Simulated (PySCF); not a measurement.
This PySCF input asks for the NMR shieldings of SMILES O=[P@@](O)(CC(F)(F)F)C(F)(F)F, C3H3F6O2P; the geometry comes from GFN2-xTB.

```python
import basis_set_exchange as bse
import numpy as np
from pyscf import gto, dft
from pyscf.prop import nmr

atoms = """
O    -0.295782    0.826139    1.808097
P    -0.506990    0.465504    0.417511
O    -0.691558    1.672794   -0.593517
C     0.715670   -0.671763   -0.376969
C     2.065741   -0.102281   -0.019088
F     3.039202   -0.502153   -0.845514
F     2.447047   -0.419911    1.212976
F     2.040243    1.243496   -0.087314
C    -2.106558   -0.475262    0.088033
F    -2.328164   -0.680259   -1.213046
F    -2.057539   -1.679128    0.668179
F    -3.149755    0.182830    0.580984
H    -0.396183    2.509760   -0.220767
H     0.627149   -1.684254    0.019619
H     0.593063   -0.677524   -1.461094
"""
names = dict.fromkeys(["O", "P", "C", "F", "H"], "pcSseg-1")
basis = {el: gto.basis.parse(bse.get_basis(n, elements=[el], fmt="nwchem")) for el, n in names.items()}
mol = gto.M(atom=atoms, basis=basis, charge=0, verbose=0)
mf = dft.RKS(mol, xc="PBE0")
mf.grids.level = 2
mf.grids.alignment = dft.numint.BLKSIZE   # the property module wants whole blocks of grid points
mf.conv_tol = 1e-9
mf.kernel()

calc = nmr.RKS(mf)   # GIAO
C = mf.mo_coeff
Co = C[:, mf.mo_occ > 0]
resp = mf.gen_response(singlet=True, hermi=2)
def vind(x):   # induced exchange potential for any number of trial vectors
    d = np.einsum("pi,xij,qj->xpq", C, 2 * x.reshape(-1, C.shape[1], Co.shape[1]), Co, optimize=True)
    return np.einsum("xpq,pi,qj->xij", resp(d - d.transpose(0, 2, 1)), C, Co, optimize=True).ravel()
mo1, _ = nmr.rhf.solve_mo1(calc, with_cphf=vind)
sigma = calc.kernel(mo1)
for i, s in enumerate(sigma):   # ppm
    print("%2d %-2s %9.2f" % (i, mol.atom_pure_symbol(i), np.trace(s) / 3))
```

Problem. What does it print?

Solution. 
```
 0 O     196.77
 1 P     310.35
 2 O     229.45
 3 C     147.58
 4 C      54.17
 5 F     237.83
 6 F     240.05
 7 F     240.76
 8 C      58.07
 9 F     261.80
10 F     265.08
11 F     268.47
12 H      27.96
13 H      28.77
14 H      28.76
```

These numbers come from an equivalent density-fitted implementation of the same equations, which agrees with the script to about 0.01 ppm for H and up to a few tenths of a ppm for heavy atoms, so last digits may differ.

Problem. Turn these shieldings into chemical shifts. Chemical shifts δ = σref − σ; H2O for 17O (σ = 336.08 ppm); 31P (σ = 318.38 ppm) vs H3PO4; 13C (σ = 186.93 ppm) and 1H (σ = 31.72 ppm) against TMS; 19F (σ = 170.95 ppm) vs CFCl3, all at this level.

Solution. Averaging equivalent atoms: O 0: 139.3; O 2: 106.6; P 1: 8.0; C 4: 132.8; C 8: 128.9; C 3: 39.3; F 5/6/7: -68.6; F 9/10/11: -94.2; H 12: 3.76; H 14: 2.96; H 13: 2.94 ppm. Unscaled 19F shifts against computed CFCl3 carry errors that often reach 10 to 50 ppm. Experimental scales use liquid or dissolved standards, which lie at an offset from isolated H2O (liquid H2O: subtract about 36 ppm) and H3PO4.

Size and cost of the density-fitted run: 226 basis functions, roughly 2.6 core-minutes.
